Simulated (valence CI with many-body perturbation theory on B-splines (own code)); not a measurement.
## E1 line list for Pd XXXI

Computed by valence CI with perturbative core correlation (CI+MBPT): six valence electrons over a frozen Dirac-Fock core [Ne], a basis of 9 s, 9 p, 8 d, 6 f, 3 g, 1 h functions for each j, with the one-electron correlation potential Σ1, the two-electron term Σ2, the three-electron term Σ3, Breit, model QED; selected CI, second order for the rest, scaled by the run's own slope (own B-spline code, finite nucleus).

The last digits are not significant, and no measured levels were compared; by estimate large intervals hold to a few tenths of a per cent, small ones and those within an open d or f shell to about a per cent. Among the levels kept, up to 1500 cm⁻¹ of a level comes from second order outside the variational space, and about a tenth of that is noise between levels of different J, which matters for small intervals.

Lines 1 to 50 of 82 in falling wavelength, among levels below 198.62 eV, chosen from the strongest by gf and those to the six lowest levels. Wavelengths and rates use the calculated energies. Electric multipoles are in the length gauge, E1 and E2 with the static RPA response of the core. Weak lines are less certain than strong ones. Lines between different terms over intervals too small for the method are left out, as are lines whose strength nearly cancels. Where a level lies close to another of its J and parity, the split of strength between their lines is uncertain. The highest levels of a list are the least certain.

Levels are named by their leading jj configuration (3d3/2^4 stands for four electrons in 3d with j = 3/2), which in mixed levels can hold well under half, so a name can repeat and another be missing. Letters in brackets count levels of one name in rising energy.

```
λ vac (Å)                               Upper                       Lower   A (s⁻¹)  log gf  Branch %
    286.8      (3s^2 3p1/2^2 3p3/2 3d3/2) J=1          (3s^2 3p3/2^4) J=0  1.83e+07   -3.17       0.3
    214.4            (3s 3p1/2^2 3p3/2^3) J=1          (3s^2 3p3/2^4) J=0  8.01e+07   -2.78       0.2
    169.2      (3s^2 3p1/2^2 3p3/2 3d5/2) J=1          (3s^2 3p3/2^4) J=0  4.34e+07   -3.25       0.2
    163.8  (3s^2 3p1/2 3p3/2^2 3d3/2) J=1 [a]          (3s^2 3p3/2^4) J=0  5.94e+08   -2.14       5.6
    161.3            (3s 3p1/2^2 3p3/2^3) J=2    (3s^2 3p1/2 3p3/2^3) J=2  1.51e+09   -1.53      14.0
    151.1      (3s^2 3p1/2^2 3p3/2 3d3/2) J=1    (3s^2 3p1/2 3p3/2^3) J=2  1.74e+09   -1.75      26.5
    150.0            (3s 3p1/2^2 3p3/2^3) J=2    (3s^2 3p1/2 3p3/2^3) J=1  2.36e+09   -1.40      21.9
    146.8  (3s^2 3p1/2 3p3/2^2 3d5/2) J=1 [a]          (3s^2 3p3/2^4) J=0  6.16e+08   -2.22       2.1
    145.6      (3s^2 3p1/2^2 3p3/2 3d3/2) J=2    (3s^2 3p1/2 3p3/2^3) J=2  5.66e+07   -3.05       1.6
    142.3      (3s^2 3p1/2^2 3p3/2 3d3/2) J=3    (3s^2 3p1/2 3p3/2^3) J=2  1.13e+07   -3.62       2.0
    141.1      (3s^2 3p1/2^2 3p3/2 3d3/2) J=1    (3s^2 3p1/2 3p3/2^3) J=1  6.73e+08   -2.22      10.2
    136.3      (3s^2 3p1/2^2 3p3/2 3d3/2) J=2    (3s^2 3p1/2 3p3/2^3) J=1  2.03e+08   -2.55       5.9
    133.4      (3s^2 3p1/2^2 3p3/2 3d3/2) J=0    (3s^2 3p1/2 3p3/2^3) J=1  4.42e+07   -3.93     100.0
    128.3            (3s 3p1/2^2 3p3/2^3) J=1    (3s^2 3p1/2 3p3/2^3) J=2  2.52e+09   -1.73       5.4
    124.4  (3s^2 3p1/2 3p3/2^2 3d5/2) J=1 [b]          (3s^2 3p3/2^4) J=0  1.02e+09   -2.15       0.6
    123.5      (3s^2 3p1/2^2 3p3/2 3d5/2) J=2    (3s^2 3p1/2 3p3/2^3) J=2  1.06e+09   -1.92       3.1
    121.0            (3s 3p1/2^2 3p3/2^3) J=1    (3s^2 3p1/2 3p3/2^3) J=1  2.40e+09   -1.80       5.2
    116.8      (3s^2 3p1/2^2 3p3/2 3d5/2) J=2    (3s^2 3p1/2 3p3/2^3) J=1  1.37e+09   -1.85       4.0
    116.6      (3s^2 3p1/2^2 3p3/2 3d5/2) J=3    (3s^2 3p1/2 3p3/2^3) J=2  3.76e+07   -3.27       0.1
    113.9  (3s^2 3p1/2 3p3/2^2 3d3/2) J=1 [b]          (3s^2 3p3/2^4) J=0  1.24e+08   -3.14       0.0
    110.6      (3s^2 3p1/2^2 3p3/2 3d5/2) J=1    (3s^2 3p1/2 3p3/2^3) J=2  4.70e+06   -4.59       0.0
    110.2      (3s^2 3p1/2^2 3p3/2 3d3/2) J=1  (3s^2 3p1/2^2 3p3/2^2) J=0  7.14e+08   -2.41      10.8
    108.3  (3s^2 3p1/2 3p3/2^2 3d3/2) J=1 [a]    (3s^2 3p1/2 3p3/2^3) J=2  2.44e+09   -1.89      23.0
    108.1  (3s^2 3p1/2 3p3/2^2 3d3/2) J=1 [c]          (3s^2 3p3/2^4) J=0  6.07e+08   -2.50       0.2
    107.3  (3s^2 3p1/2 3p3/2^2 3d3/2) J=2 [a]    (3s^2 3p1/2 3p3/2^3) J=2  2.65e+07   -3.64       0.7
    106.0              (3s 3p1/2 3p3/2^4) J=0    (3s^2 3p1/2 3p3/2^3) J=1  1.10e+10   -1.73     100.0
    105.9            (3s 3p1/2^2 3p3/2^3) J=2  (3s^2 3p1/2^2 3p3/2^2) J=2  6.93e+09   -1.23      64.1
    105.1      (3s^2 3p1/2^2 3p3/2 3d5/2) J=1    (3s^2 3p1/2 3p3/2^3) J=1  4.68e+08   -2.63       1.7
    104.5  (3s^2 3p1/2 3p3/2^2 3d3/2) J=3 [a]    (3s^2 3p1/2 3p3/2^3) J=2  1.26e+07   -3.84       0.4
    103.0  (3s^2 3p1/2 3p3/2^2 3d3/2) J=1 [a]    (3s^2 3p1/2 3p3/2^3) J=1  5.03e+08   -2.62       4.7
    102.2  (3s^2 3p1/2 3p3/2^2 3d3/2) J=2 [a]    (3s^2 3p1/2 3p3/2^3) J=1  1.05e+08   -3.08       2.9
    101.4      (3s^2 3p1/2^2 3p3/2 3d3/2) J=1  (3s^2 3p1/2^2 3p3/2^2) J=2  3.44e+09   -1.80      52.2
    101.0  (3s^2 3p1/2 3p3/2^2 3d5/2) J=3 [a]    (3s^2 3p1/2 3p3/2^3) J=2  8.45e+07   -3.04       2.9
    100.6  (3s^2 3p1/2 3p3/2^2 3d5/2) J=1 [a]    (3s^2 3p1/2 3p3/2^3) J=2  1.24e+10   -1.25      41.6
    100.2      (3s^2 3p1/2 3p3/2^2 3d3/2) J=0    (3s^2 3p1/2 3p3/2^3) J=1  7.35e+09   -1.96     100.0
    98.89      (3s^2 3p1/2^2 3p3/2 3d3/2) J=2  (3s^2 3p1/2^2 3p3/2^2) J=2  3.18e+09   -1.63      92.5
    97.56            (3s 3p1/2^2 3p3/2^3) J=1  (3s^2 3p1/2^2 3p3/2^2) J=0  4.15e+09   -1.75       8.9
    97.34      (3s^2 3p1/2^2 3p3/2 3d3/2) J=3  (3s^2 3p1/2^2 3p3/2^2) J=2  5.49e+08   -2.26      98.0
    96.05  (3s^2 3p1/2 3p3/2^2 3d5/2) J=1 [a]    (3s^2 3p1/2 3p3/2^3) J=1  2.04e+08   -3.07       0.7
    94.87  (3s^2 3p1/2 3p3/2^2 3d3/2) J=2 [b]    (3s^2 3p1/2 3p3/2^3) J=2  1.05e+08   -3.15       0.4
    90.82  (3s^2 3p1/2 3p3/2^2 3d3/2) J=2 [b]    (3s^2 3p1/2 3p3/2^3) J=1  1.32e+09   -2.09       5.3
    90.58            (3s 3p1/2^2 3p3/2^3) J=1  (3s^2 3p1/2^2 3p3/2^2) J=2  3.74e+10   -0.86      80.4
    89.54  (3s^2 3p1/2 3p3/2^2 3d5/2) J=1 [b]    (3s^2 3p1/2 3p3/2^3) J=2  1.03e+10   -1.43       5.7
    88.19      (3s^2 3p1/2^2 3p3/2 3d5/2) J=2  (3s^2 3p1/2^2 3p3/2^2) J=2  3.20e+10   -0.73      93.0
    87.59  (3s^2 3p1/2 3p3/2^2 3d5/2) J=2 [a]    (3s^2 3p1/2 3p3/2^3) J=2  6.96e+07   -3.40       0.0
    87.10  (3s^2 3p1/2 3p3/2^2 3d5/2) J=2 [b]    (3s^2 3p1/2 3p3/2^3) J=2  6.60e+08   -2.43       0.4
    87.00      (3s^2 3p1/2^2 3p3/2 3d5/2) J=1  (3s^2 3p1/2^2 3p3/2^2) J=0  2.55e+10   -1.06      94.9
    86.78  (3s^2 3p1/2 3p3/2^2 3d3/2) J=3 [b]    (3s^2 3p1/2 3p3/2^3) J=2  8.15e+09   -1.19       2.6
    85.93  (3s^2 3p1/2 3p3/2^2 3d5/2) J=1 [b]    (3s^2 3p1/2 3p3/2^3) J=1  1.82e+10   -1.22      10.2
    85.53  (3s^2 3p1/2 3p3/2^2 3d3/2) J=1 [a]  (3s^2 3p1/2^2 3p3/2^2) J=0  6.07e+09   -1.70      57.3
```
